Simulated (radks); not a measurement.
Results of a calculation; reference values are marked as such.
Eu V, 59 electrons, occupied as [Xe] 4f5 (the NIST ground configuration). Code: a radial shooting solver on a logarithmic mesh with Libxc functionals. Model: scalar-relativistic Kohn-Sham, LDA (Slater exchange, Perdew-Wang correlation), spin-unpolarised, spherical densities, finite nucleus; Fermi nuclear charge, rms radius 5.1115 fm.

Local quantities along the radius. ELF = 1/(1 + alpha^2) is the electron localisation function; alpha = (tau - tau_W)/tau_unif compares the Pauli kinetic energy density with that of the uniform gas. tau is taken from the large components.

```
   r/bohr * ELF (the largest magnitude, 0.999, reaches the edge; | marks zero)
 0.001208 |                                                      *
 0.001585 |                                                      *
 0.002097 |                                                      *
 0.002753 |                                                      *
 0.003642 |                                                      *
 0.004781 |                                                      *
 0.006326 |                                                      *
 0.008303 |                                                      *
  0.01099 |                                                     *
  0.01442 |                                                  *
  0.01908 |                                          *
  0.02504 |                         *
  0.03314 |                 *
  0.04349 |                         *
  0.05755 |                                     *
  0.07554 |                                       *
  0.09995 |                          *
   0.1312 |                  *
   0.1736 |                                 *
   0.2278 |                                        *
   0.3015 |                     *
   0.3957 |              *
   0.5236 |                                      *
   0.6872 |                                   *
   0.9093 |                 *
    1.193 |                       *
    1.579 |                                      *
    2.073 |                                *
    2.743 |        *
      3.6 *
    4.763 *
```

On this mesh the ELF has minima near r = 0.033, 0.13, 0.35, 1.0 bohr, which separate the shells, and maxima near 0.066 (0.74), 0.23 (0.74), 0.60 (0.73), 1.6 (0.71).
